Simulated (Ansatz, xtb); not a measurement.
# Relative energy of two isomers of C4H5FO2S

Structure a is `O=C(O)/C=C\SCF`, a singlet and structure b is `O=CO/C=C\SCF`, a singlet. Both are isolated molecules in the gas phase, relaxed with r2SCAN-D4/def2-SVP, each in the lowest conformer that the search found.

a (Å):

```yaml
atoms:
  - { symbol: C, position_ang: [-3.3538, 0.0347, -1.9715] }
  - { symbol: C, position_ang: [-3.0951, -0.1435, -0.5446] }
  - { symbol: C, position_ang: [-1.8579, 0.0438, -0.0285] }
  - { symbol: C, position_ang: [0.7125, 0.5645, 0.4802] }
  - { symbol: F, position_ang: [0.8501, -0.6415, 1.1178] }
  - { symbol: O, position_ang: [-2.5123, 0.3528, -2.7920] }
  - { symbol: O, position_ang: [-4.6435, -0.1911, -2.3019] }
  - { symbol: S, position_ang: [-0.4344, 0.4809, -0.9294] }
  - { symbol: H, position_ang: [-4.7014, -0.0472, -3.2621] }
  - { symbol: H, position_ang: [-3.9206, -0.4360, 0.1082] }
  - { symbol: H, position_ang: [-1.6895, -0.1233, 1.0415] }
  - { symbol: H, position_ang: [1.6808, 0.8786, 0.0563] }
  - { symbol: H, position_ang: [0.3608, 1.3109, 1.2124] }
```

b (Å):

```xyz
13

C    -3.4622   -1.0201   -1.7601
C    -1.3675    0.0047   -2.0020
C    -0.1514    0.2969   -1.5199
C     1.8817    0.8232    0.1715
F     2.8147    0.5941   -0.8083
O    -3.8609   -0.6640   -2.8324
O    -2.2379   -0.7457   -1.2433
S     0.4468   -0.2669    0.0304
H    -4.0214   -1.6275   -1.0198
H    -1.7338    0.3109   -2.9841
H     0.5491    0.8603   -2.1432
H     1.5637    1.8772    0.1094
H     2.3192    0.6148    1.1618
```

Quicker runs give these differences E(b) − E(a): GFN2-xTB +11.1 kcal/mol; HF/STO-3G −1.8 kcal/mol (at GFN2-xTB geometries); r2SCAN-D4/def2-SVP//GFN2-xTB +15.6 kcal/mol.

Task: Estimate which is lower in electronic energy at CCSD(T)/def2-SVP + ΔMP2/def2-TZVPP, and by roughly how much.

Result: The CCSD(T)/def2-SVP + ΔMP2/def2-TZVPP calculation puts structure a lower, by 17.2 kcal/mol.

The same difference at several levels:

```tsv
level	geometry	E(b) − E(a) (kcal/mol)	departure from the last row (kcal/mol)	job, with rough time for the two
GFN2-xTB	GFN2-xTB	+11.1	−6.0	optimisation, 0.25 s
HF/STO-3G	GFN2-xTB	−1.8	−19.0	single point, 0.42 s
r2SCAN-D4/def2-SVP//GFN2-xTB	GFN2-xTB	+15.6	−1.5	single point, 4.1 s
r2SCAN-D4/def2-SVP	r2SCAN-D4/def2-SVP	+18.2	+1.1	optimisation, 59 s
HF/def2-SVP	r2SCAN-D4/def2-SVP	+15.2	−2.0	part of the CCSD(T) run
MP2/def2-SVP	r2SCAN-D4/def2-SVP	+17.8	+0.6	part of the CCSD(T) run
CCSD(T)/def2-SVP	r2SCAN-D4/def2-SVP	+16.2	−1.0	single point
CCSD(T)/def2-SVP + ΔMP2/def2-TZVPP	r2SCAN-D4/def2-SVP	+17.2		single point, 1.8 min
```

As drawn, b has 1 C–O, 1 C–H in place of 1 C–C, 1 O–H.

HF/STO-3G puts the two in the other order. The largest departure from CCSD(T)/def2-SVP + ΔMP2/def2-TZVPP is that of HF/STO-3G, 19.0 kcal/mol. The last row adds to CCSD(T) the change of the MP2 difference between the two basis sets, here +1.0 kcal/mol.

With thermal terms from frequencies at re-optimised GFN2-xTB minima (ideal gas, soft modes damped towards free rotors, one conformer each, 298.15 K, 1 atm): the zero-point term adds −0.7 kcal/mol; ΔH is +16.8 and ΔG +15.7 kcal/mol.

The correlated steps freeze 12 core orbitals. Codes used: Ansatz 0.2.0, xtb 6.7.1; the last row on 4 threads of Arm Neoverse V1 on a shared host.
